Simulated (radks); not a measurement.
Task: These are the eigenvalues of the occupied orbitals of an atom or ion with whole-number occupations (eV). All-electron calculation, Dirac Kohn-Sham, LDA (Slater exchange, VWN5 correlation), spin-unpolarised, spherical densities, finite nucleus; Fermi nuclear charge, rms radius of each element as measured or else 0.836 A^(1/3) + 0.57 fm. Program: a radial shooting solver on a logarithmic mesh with Libxc functionals.

orbital  eigenvalue
1s1/2     -24121.01
2s1/2     -3521.757
2p1/2     -3268.798
2p3/2     -3109.643
3s1/2     -634.4663
3p1/2     -534.4904
3p3/2     -506.7437
3d3/2     -328.9748
3d5/2     -323.4365
4s1/2      -85.3857
4p1/2      -54.4368
4p3/2      -49.9407
4d3/2       -4.5810
4d5/2       -4.1420

Which element is it, and in what charge state? The configuration may be excited. Open shells, if any, fill j = l - 1/2 first.

Result: Z = 46, palladium, charge 0: Pd in [Kr] 4d10. The list shows which subshells hold electrons but not how many an open one holds; the 1s level, -886.43 hartree, gives Z - s = 42.1 by -(Z - s)^2/2, which with screening and relativity narrows Z to a few neighbours, and the depths of the outer levels then fix element, charge and occupations together.
